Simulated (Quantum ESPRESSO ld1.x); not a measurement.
The numbers below are computed, except where a source is named.
Ionisation of the ytterbium ion Yb3+, [Xe] 4f13, to Yb4+, [Xe] 4f12, under several functionals. Non-relativistic Kohn-Sham, spin-polarised, spherical densities, point nucleus; open shells are filled with parallel spins first; ld1.x of Quantum ESPRESSO 7.5.

| functional | E(Yb3+) (hartree) | Exc (hartree) | IE (eV) | -e(HOMO) (eV) | <r> HOMO (bohr) | IE error (eV) |
|---|---|---|---|---|---|---|
| LDA (Slater exchange, Perdew-Zunger correlation) | -13386.2274 | -271.2623 | 51.651 | 41.022 | 0.7049 | +8.041 |
| LDA (Slater exchange, Perdew-Wang correlation) | -13386.2242 | -271.2586 | 51.640 | 41.016 | 0.7049 | +8.030 |
| LDA (Slater exchange, VWN5 correlation) | -13386.2536 | -271.2884 | 51.649 | 41.024 | 0.7049 | +8.039 |
| exchange-only LDA | -13379.2453 | -264.2037 | 49.657 | 39.110 | 0.7067 | +6.047 |
| LDA (Slater exchange, Perdew-Zunger correlation) + SIC | -13402.9494 | -288.2219 | 52.515 | 54.524 | 0.6969 | +8.905 |
| LDA (Slater exchange, Perdew-Wang correlation) + SIC | -13402.9633 | -288.2356 | 52.501 | 54.520 | 0.6970 | +8.891 |

NIST Atomic Spectra Database: 43.61 eV (semi-empirical). Closest: exchange-only LDA. The Delta-SCF values span 2.86 eV, the total energies 23.72 hartree. The highest occupied level is 4f. Relativity is left out here, which matters for elements this heavy. Open shells are spherical and high-spin; term and fine-structure splittings are not resolved. No tabulated value is given for the 4+ ions of Nd, Pm and Eu to Yb, where it belongs to another shell than the one emptied here.
